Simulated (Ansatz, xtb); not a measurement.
**C2H8OSi: which of two conformers lies lower**

We compare a, `CC[SiH2]O`, a singlet, with b, `CC[SiH2]O`, a singlet. Both are isolated molecules in the gas phase, relaxed with B3LYP-D3(BJ)/def2-SVP.

a (Å):

| atom | x (Å) | y (Å) | z (Å) |
| --- | --- | --- | --- |
| C | -1.0508 | -1.0064 | 2.5357 |
| C | -1.4525 | -1.6646 | 1.2082 |
| O | -0.6096 | -2.2031 | -1.5802 |
| Si | -0.1794 | -1.4248 | -0.1616 |
| H | -0.0995 | -1.4138 | 2.9164 |
| H | -0.9180 | 0.0826 | 2.4246 |
| H | -1.8107 | -1.1651 | 3.3179 |
| H | -1.6059 | -2.7501 | 1.3434 |
| H | -2.4223 | -1.2637 | 0.8604 |
| H | 1.1216 | -2.0251 | 0.2394 |
| H | 0.0056 | 0.0449 | -0.3900 |
| H | -1.3801 | -1.8643 | -2.0500 |

b (Å):

```xyz
12

C    -0.7608   -0.0564    1.8371
C    -0.9120   -1.2917    0.9389
O     0.3384   -0.0632   -1.4318
Si    0.3798   -1.4039   -0.4273
H    -0.8286    0.8735    1.2478
H    -1.5435   -0.0086    2.6113
H     0.2135   -0.0486    2.3542
H    -0.8526   -2.2183    1.5391
H    -1.9091   -1.3011    0.4637
H     0.1063   -2.5737   -1.3040
H     1.7351   -1.5436    0.1975
H     0.7021    0.7578   -1.0823
```

Energies in hartree; the thermal terms are from B3LYP-D3(BJ)/def2-SVP harmonic frequencies (ideal gas, rigid rotor, one conformer each, 298.15 K, 1 atm) and include the zero-point energy:

```
                              a           b
E, CCSD(T)/def2-SVP  −444.675061  −444.675377
    E, MP2/def2-SVP  −444.606901  −444.607200
  E, MP2/def2-TZVPP  −445.043986  −445.044116
  zero-point energy     0.095957     0.095946
       H(298 K) − E     0.103583     0.103548
       G(298 K) − E     0.066106     0.066073
```

Task: Correct the CCSD(T) difference for the basis set by the MP2 change, then work out ΔE, ΔE₀, ΔH and ΔG for a → b in kJ/mol (1 Eh = 2625.50 kJ/mol) and the equilibrium ratio [b]/[a].

Result: 1. Differences b − a: CCSD(T) −0.000316, MP2 in the small set −0.000299, MP2 in the large set −0.000130 Eh.
2. ΔE = −0.000316 + (−0.000130 − (−0.000299)) = −0.000147 Eh = −0.39 kJ/mol.
3. ΔE₀ = ΔE + ΔZPE = −0.000147 + (−0.000011) Eh = −0.41 kJ/mol.
4. ΔH = ΔE + (−0.000035) Eh = −0.48 kJ/mol.
5. ΔG = ΔE + (−0.000033) Eh = −0.47 kJ/mol, so ΔS = (ΔH − ΔG)/T = 0.0 J/(mol K).
6. kT = 0.9442 mEh, so K = [b]/[a] = exp(−ΔG/kT) = exp(+0.19) ≈ 1.2.

The two are too close for this level to say which is favoured. An error of 4 kJ/mol in ΔG would change K by a factor of 5. Mirror images and further conformers aren't counted.

Other levels gave ΔE = −1.2 (B3LYP-D3(BJ)/def2-SVP); −0.6 (HF/def2-SVP); −0.8 (MP2/def2-SVP); −0.8 (CCSD(T)/def2-SVP) kJ/mol. The correlated steps freeze 8 core orbitals. Programs: Ansatz 0.2.0.
